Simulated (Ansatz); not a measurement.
Computed with Ansatz on PBE0-D4/def2-TZVP structures; ΔE is electronic, products minus reactants. CBS: MP2 limit from def2 TZ/QZ plus the TZ coupled-cluster correction, frozen cores. This one scheme is used for every species. DFT in def2-TZVPP. For Ga, Ge outer-core shells are correlated without core-valence functions, which leaves a few kJ/mol of doubt a bond. Scalar relativity is left out up to krypton. One conformer a species, not always the lowest.

`[SiH3][GeH2][GaH2]` + `[OH][Al]([OH])[SH]` → `[OH][Al]([SH])[O][SiH3]` + `[GaH2][GeH3]`  (cleavage of the Si–Ge bond)

CCSD(T)/CBS gives -19.9 kcal/mol.

(1) Another level gave -17.3 kcal/mol. Which?
A. LDA (SPW92)/def2-TZVPP
B. PBE0/def2-TZVPP
C. CCSD/def2-TZVPP
D. BLYP/def2-TZVPP

Largest T1 diagnostic among the species: 0.013.

## Answers

(1) B. PBE0 -17.3, BLYP -19.7, LDA (SPW92) -15.7, CCSD/def2-TZVPP -21.6 kcal/mol.

From BLYP to BHLYP (50 % exact exchange), in def2-TZVPP and without D4, ΔE moves by −4.3 kcal/mol. At CCSD(T), def2-SVP lies −1.3 kcal/mol from the extrapolated value and def2-TZVPP −0.7 kcal/mol.
